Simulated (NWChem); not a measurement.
Everything below was run with NWChem. System: BrSi, charge 0, spin multiplicity 2, at a geometry optimised with UPBE0/def2-SVP. The structure started from a generated list of species. Its SCF solution wasn't tested for a lower state. Level: UHF/def2-TZVP.

Job file:

```
start mol
memory heap 200 mb stack 900 mb global 1100 mb
geometry units angstroms nocenter noautoz
  Si     0.000000     0.000000     1.599566
  Br     0.000000     0.000000    -0.639826
  symmetry group C2v
end
basis spherical
  * library def2-tzvp
end
scf
  uhf
  nopen 1
  maxiter 100
  thresh 1e-7
  semidirect memsize 60000000 filesize 0
  # guess.movecs holds the orbitals of an unrestricted PBE0 run
  vectors input guess.movecs output mol.movecs
end
task scf energy
```

NWChem printed:

```
             Northwest Computational Chemistry Package (NWChem) 7.3.0
             --------------------------------------------------------

                                NWChem Input Module
                                -------------------

 Scaling coordinates for geometry "geometry" by  1.889725989
 (inverse scale =  0.529177249)

 Turning off AUTOSYM since
 SYMMETRY directive was detected!

                             Geometry "geometry" -> ""
                             -------------------------

 Output coordinates in angstroms (scale by  1.889725989 to convert to a.u.)

  No.       Tag          Charge          X              Y              Z
 ---- ---------------- ---------- -------------- -------------- --------------
    1 Si                  14.0000     0.00000000     0.00000000     1.59956600
    2 Br                  35.0000     0.00000000     0.00000000    -0.63982600

 Effective nuclear repulsion energy (a.u.)     115.7889516484

            Nuclear Dipole moment (a.u.)
            ----------------------------
        X                 Y               Z
 ---------------- ---------------- ----------------
     0.0000000000     0.0000000000     0.0000264562

      Symmetry information
      --------------------

 Group name             C2v
 Group number             16
 Group order               4
 No. of unique centers     2

      Symmetry unique atoms

     1    2


 Summary of "ao basis" -> "" (spherical)
 ------------------------------------------------------------------------------
       Tag                 Description            Shells   Functions and Types
 ---------------- ------------------------------  ------  ---------------------
 *                         def2-tzvp                  on all atoms

 Summary of "ao basis" -> "ao basis" (spherical)
 ------------------------------------------------------------------------------
       Tag                 Description            Shells   Functions and Types
 ---------------- ------------------------------  ------  ---------------------
 Si                        def2-tzvp                13       37   5s5p2d1f
 Br                        def2-tzvp                16       48   6s5p4d1f

                                 NWChem SCF Module
                                 -----------------

  ao basis        = "ao basis"
  functions       =    85
  atoms           =     2
  alpha electrons =    25
  beta  electrons =    24
  charge          =   0.00
  wavefunction    = UHF
  use symmetry    = T
  symmetry adapt  = T

 Summary of "ao basis" -> "ao basis" (spherical)
 ------------------------------------------------------------------------------
       Tag                 Description            Shells   Functions and Types
 ---------------- ------------------------------  ------  ---------------------
 Si                        def2-tzvp                13       37   5s5p2d1f
 Br                        def2-tzvp                16       48   6s5p4d1f

      Symmetry analysis of basis
      --------------------------

        a1         37
        a2          8
        b1         20
        b2         20

 Forming initial guess at       0.1s

   Symmetry analysis of molecular orbitals - initial alpha
   -------------------------------------------------------

  Numbering of irreducible representations:

     1 a1          2 a2          3 b1          4 b2

  Orbital symmetries:

     1 a1          2 a1          3 a1          4 a1          5 b1
     6 b2          7 a1          8 a1          9 b1         10 b2
[...]
              MO Center=  1.3D-14,  2.4D-14,  2.6D-01, r^2= 4.4D+00
   Bfn.  Coefficient  Atom+Function         Bfn.  Coefficient  Atom+Function
  ----- ------------  ---------------      ----- ------------  ---------------
     5      2.028532  1 Si s                 43     -1.357180  2 Br s
     4     -1.305998  1 Si s                 20     -1.091090  1 Si pz
    76     -0.621071  2 Br d  0              58     -0.512864  2 Br pz
    28      0.430707  1 Si d  0               3      0.273406  1 Si s
    42      0.264617  2 Br s                 52      0.176160  2 Br pz

                     UHF Final Beta Molecular Orbital Analysis
                     -----------------------------------------

 Vector   22  Occ=1.000000D+00  E=-4.377614D-01  Symmetry=b1
              MO Center=  2.1D-14, -7.8D-16, -4.8D-01, r^2= 1.7D+00
   Bfn.  Coefficient  Atom+Function         Bfn.  Coefficient  Atom+Function
  ----- ------------  ---------------      ----- ------------  ---------------
    53      0.519731  2 Br px                47     -0.335000  2 Br px
    50      0.291558  2 Br px                56      0.292640  2 Br px

 Vector   23  Occ=1.000000D+00  E=-4.298815D-01  Symmetry=b2
              MO Center= -7.6D-18, -1.8D-14, -5.2D-01, r^2= 1.6D+00
   Bfn.  Coefficient  Atom+Function         Bfn.  Coefficient  Atom+Function
  ----- ------------  ---------------      ----- ------------  ---------------
    54      0.525455  2 Br py                48     -0.339140  2 Br py
    57      0.299195  2 Br py                51      0.296393  2 Br py

 Vector   24  Occ=1.000000D+00  E=-3.974543D-01  Symmetry=a1
              MO Center= -2.4D-14,  5.4D-14,  1.2D+00, r^2= 3.4D+00
   Bfn.  Coefficient  Atom+Function         Bfn.  Coefficient  Atom+Function
  ----- ------------  ---------------      ----- ------------  ---------------
     5      0.450099  1 Si s                  4      0.430439  1 Si s
    55     -0.350637  2 Br pz                17      0.255056  1 Si pz
     3     -0.252434  1 Si s                 49      0.219768  2 Br pz
    58     -0.207321  2 Br pz                52     -0.187166  2 Br pz

 Vector   25  Occ=0.000000D+00  E= 1.051938D-02  Symmetry=b1
              MO Center= -3.9D-14, -1.9D-15,  1.5D+00, r^2= 3.7D+00
   Bfn.  Coefficient  Atom+Function         Bfn.  Coefficient  Atom+Function
  ----- ------------  ---------------      ----- ------------  ---------------
    18      0.719533  1 Si px                15      0.326393  1 Si px
    56     -0.258365  2 Br px

 Vector   26  Occ=0.000000D+00  E= 5.434938D-02  Symmetry=b2
              MO Center=  1.9D-15,  1.1D-13,  1.6D+00, r^2= 4.0D+00
   Bfn.  Coefficient  Atom+Function         Bfn.  Coefficient  Atom+Function
  ----- ------------  ---------------      ----- ------------  ---------------
    19      0.806690  1 Si py                57     -0.262606  2 Br py
    16      0.235254  1 Si py                13      0.153980  1 Si py

 Vector   27  Occ=0.000000D+00  E= 1.130984D-01  Symmetry=a1
              MO Center= -2.9D-14, -1.1D-13,  1.3D+00, r^2= 6.3D+00
   Bfn.  Coefficient  Atom+Function         Bfn.  Coefficient  Atom+Function
  ----- ------------  ---------------      ----- ------------  ---------------
    20      1.200703  1 Si pz                43      0.944817  2 Br s
     5     -0.714089  1 Si s                 58      0.696080  2 Br pz
    17      0.184696  1 Si pz                 4     -0.151839  1 Si s

 center of mass
 --------------
 x =   0.00000000 y =   0.00000000 z =  -0.11177400

 moments of inertia (a.u.)
 ------------------
         371.107240848829           0.000000000000           0.000000000000
           0.000000000000         371.107240848829           0.000000000000
           0.000000000000           0.000000000000           0.000000000000

  Mulliken analysis of the total density
  --------------------------------------

    Atom       Charge   Shell Charges
 -----------   ------   -------------------------------------------------------
    1 Si  14    13.72   2.00  0.59  1.38  1.15  0.76  4.10  1.74  0.39  0.98  0.47  0.04  0.09  0.02
    2 Br  35    35.28   2.00  2.00  1.16  0.78  0.99  0.99  6.00  5.94  1.24  2.85  1.28  8.98  1.02 -0.01  0.04  0.00

  Mulliken analysis of the alpha density
  --------------------------------------

    Atom       Charge   Shell Charges
 -----------   ------   -------------------------------------------------------
    1 Si  14     7.35   1.00  0.30  0.69  0.58  0.38  2.06  0.86  0.25  0.75  0.39  0.02  0.05  0.01
    2 Br  35    17.65   1.00  1.00  0.58  0.39  0.50  0.50  3.00  2.97  0.63  1.44  0.63  4.49  0.51 -0.00  0.02  0.00

   Mulliken analysis of the beta density
   -------------------------------------

    Atom       Charge   Shell Charges
 -----------   ------   -------------------------------------------------------
    1 Si  14     6.37   1.00  0.30  0.69  0.56  0.38  2.04  0.88  0.14  0.23  0.08  0.02  0.04  0.01
    2 Br  35    17.63   1.00  1.00  0.58  0.39  0.49  0.50  3.00  2.97  0.61  1.42  0.65  4.49  0.51 -0.00  0.02  0.00

   Mulliken analysis of the spin density
   -------------------------------------

    Atom       Charge   Shell Charges
 -----------   ------   -------------------------------------------------------
    1 Si  14     0.98   0.00  0.00 -0.00  0.02 -0.01  0.02 -0.02  0.10  0.52  0.31  0.00  0.01 -0.00
    2 Br  35     0.02   0.00  0.00  0.00 -0.00  0.00 -0.00  0.00  0.00  0.02  0.02 -0.02 -0.00  0.00  0.00  0.01  0.00

       Multipole analysis of the density wrt the origin
       ------------------------------------------------

     L   x y z        total         alpha         beta         nuclear
     -   - - -        -----         -----         ----         -------
     0   0 0 0     -0.000000    -25.000000    -24.000000     49.000000

     1   1 0 0     -0.000000     -0.000000     -0.000000      0.000000
     1   0 1 0     -0.000000      0.000000     -0.000000      0.000000
     1   0 0 1      0.474041     -1.126878      1.600893      0.000026

     2   2 0 0    -22.013842    -11.702728    -10.311114      0.000000
     2   1 1 0     -0.000000      0.000000     -0.000000      0.000000
     2   1 0 1     -0.000000     -0.000000      0.000000      0.000000
     2   0 2 0    -25.306611    -15.393557     -9.913054      0.000000
     2   0 1 1     -0.000000      0.000000     -0.000000      0.000000
     2   0 0 2    -23.094159   -106.058331    -96.120294    179.084466

 Task  times  cpu:        2.4s     wall:        2.4s

 Total times  cpu:        2.4s     wall:        2.4s
```
